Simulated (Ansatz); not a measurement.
Mulliken charges of `O[CH](O)[GaH2]` from ωB97M-V/def2-TZVPP in Ansatz (PBE0-D4/def2-TZVP geometry).

| atom | x (Å) | y (Å) | z (Å) | charge (e) |
| --- | --- | --- | --- | --- |
| O1 | -0.114 | 1.606 | -0.228 | -0.316 |
| C2 | 0.476 | 0.362 | 0.062 | 0.005 |
| O3 | 1.009 | -0.251 | -1.093 | -0.324 |
| Ga4 | -0.805 | -1.022 | 0.754 | 0.229 |
| H5 | -0.882 | 1.453 | -0.787 | 0.186 |
| H6 | 1.274 | 0.604 | 0.771 | 0.119 |
| H7 | 1.705 | 0.312 | -1.452 | 0.170 |
| H8 | -0.429 | -2.050 | 1.877 | -0.029 |
| H9 | -2.236 | -1.013 | 0.096 | -0.041 |

By hand: the dipole of these point charges (1 e Å = 4.8032 D).

Σ q r = (-0.091, -0.162, 0.239) e Å, of length 0.303 e Å = 1.46 D.

How does the dipole of the full density compare? (Best estimate.)

Computed: (0.067, 0.035, -0.024) e Å, 0.38 D; the point charges give 3.84 times that, at 137° from its direction, so they point the opposite way.

Point charges leave out the atoms' own dipoles, such as those of lone pairs, and Mulliken's split depends on the basis, so the two needn't agree.
